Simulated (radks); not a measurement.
Values are calculated unless marked as measured or tabulated.
Ionisation of the tin ion Sn+, [Kr] 4d10 5s2 5p1, to [Kr] 4d10 5s2 as the strength of local exchange is varied. Level of theory: Dirac Kohn-Sham, Slater X-alpha exchange (alpha = 2/3 is LDA exchange), no correlation, spin-unpolarised, spherical densities, point nucleus; open shells are shared between the two j in proportion to 2j + 1 (a radial shooting solver on a logarithmic mesh with Libxc functionals).

alpha  E(Sn+) (hartree)  exchange (hartree)  IE (eV)  -e of the level emptied (eV)  <r> of it (bohr)
0.581       -6148.80939          -134.49202   12.460                 8.627 (5p3/2)             3.050
0.667       -6168.74833          -154.88574   13.171                 9.272 (5p3/2)             2.971
0.674       -6170.37403          -156.55119   13.230                 9.326 (5p3/2)             2.965
0.835       -6207.87950          -195.08468   14.615                10.598 (5p3/2)             2.833
0.946       -6233.86499          -221.90553   15.610                11.520 (5p3/2)             2.751

NIST Atomic Spectra Database: 14.633 eV (measured). The Delta-SCF value meets it near alpha = 0.84. Spin polarisation and multiplet splitting are left out, so open shells lie too high by an amount that depends on their filling. Sharing an open shell by 2j + 1 raises it above the true ground level by a part of the spin-orbit splitting, which enters the differences from NIST.

Beside tabulated values, note that spin-unpolarised runs miss the spin-polarisation part of the exchange energy of open shells.
